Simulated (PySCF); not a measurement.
Cl3Ga, charge +1, multiplicity 2. Atoms are numbered in the order given.

```xyz
4

Ga     0.0000     0.0000    -0.2685
Cl     0.0000    -1.4260     1.4139
Cl     0.0000     0.0000    -2.3382
Cl     0.0000     1.4260     1.4139
```
Charge +1, spin multiplicity 2.

Geometry optimised at B3LYP-D3(BJ)/def2-SVP. The multiplicity is an assumed one; other spin states were not compared. The isomer is the one that the SMILES or the coordinates give; other isomers of the formula were not compared.

Calculation: PySCF with PBE/def2-TZVPD.

Mulliken values depend strongly on the basis, most of all with diffuse functions as here. ESP charges are fitted to the potential on shells at 1.4 to 2.0 van der Waals radii. Atomic charges (e):

| atom | meta-Löwdin | Mulliken | ESP fit | Mulliken spin |
|---|---|---|---|---|
| Ga1 | 0.79 | 0.89 | (withheld) | -0.03 |
| Cl2 | 0.11 | 0.06 | (withheld) | 0.52 |
| Cl3 | -0.02 | -0.01 | (withheld) | -0.01 |
| Cl4 | 0.11 | 0.06 | (withheld) | 0.52 |

Problem. Some entries are withheld; supply them. (An estimate is asked for; the answer gives what the named calculation found.)

Solution. 
- Ga1, ESP fit: 0.45
- Cl2, ESP fit: 0.21
- Cl3, ESP fit: 0.13
- Cl4, ESP fit: 0.21
